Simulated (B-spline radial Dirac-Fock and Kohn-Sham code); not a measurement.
# How the settings move the core levels of Ga²⁺

ΔSCF core binding energies without Breit or QED terms, calculated with a radial finite-basis atomic code. Keys: rel is the Hamiltonian (dirac, or spin-free x2c and nr, where L3 and M5 stand for the whole 2p and 3d shells), method is hf or an exchange,correlation pair (spin-unpolarised, also for the hole states), nuc the nuclear model, radius_factor scales its radius, rmax is the box in bohr, h the logarithmic mesh step, order the B-spline order, points the quadrature points per cell, c_factor scales the speed of light, and damp, ndamp, maxit and tol steer the iteration. The run stops when the commutator error falls below 10·tol·max(1, Z/10), or the numerical noise floor, and the energy has settled to about 1e-8 Ha; the virial ratio is −V/T.

Base input:

```json
{"items": [{"Z": 31, "q": 2, "cfg": [[1, 0, 2], [2, 0, 2], [2, 1, 6], [3, 0, 2], [3, 1, 6], [3, 2, 10], [4, 0, 1]], "A": 69, "rrms": 3.9973, "do": "settings", "holes": ["K", "L3", "M5"],
  "settings": [{"rel": "dirac", "method": "hf", "nuc": "fermi", "radius_factor": 1.0, "rmax": 45.0, "h": 0.3, "order": 8, "points": 10, "c_factor": 1.0, "maxit": 60, "damp": 0.5, "ndamp": 3, "tol": 1e-08}]}]}
```

The ground state converged in 9 iterations, with total energy -1941.67408 Ha, virial ratio 1.98003 and highest orbital energy -29.73 eV. ΔSCF binding energies: K (1s) 10418.8 eV, L3 (2p3/2) 1148.5 eV, M5 (3d5/2) 46.88 eV.

Changes from the base run:

```csv
changed setting,Δ total energy (Ha),Δ K (eV),Δ L3 (eV),Δ M5 (eV),iterations
rmax = 25.0,0.00000,0.00,0.00,0.00,9
nuc = "gauss",-0.00001,0.00,0.00,0.00,9
rel = "x2c",+0.33463,-5.60,+8.86,+0.19,9
rel = "x2c"; radius_factor = 0.8; damp = 0.8,?,?,?,?,?
h = 0.12,0.00000,0.00,0.00,0.00,9
method = "pbesol"; radius_factor = 0.8; rmax = 25.0,+0.12670,+9.96,-3.80,+2.95,10
c_factor = 10.0,+19.11200,-136.58,+2.24,+0.78,9
```

Q: What does the change rel = "x2c"; radius_factor = 0.8; damp = 0.8 do?

A: The total energy moves by +0.33089 Ha and the binding energies by K -5.56 eV, L3 +8.86 eV, M5 +0.19 eV; the run takes 10 iterations.
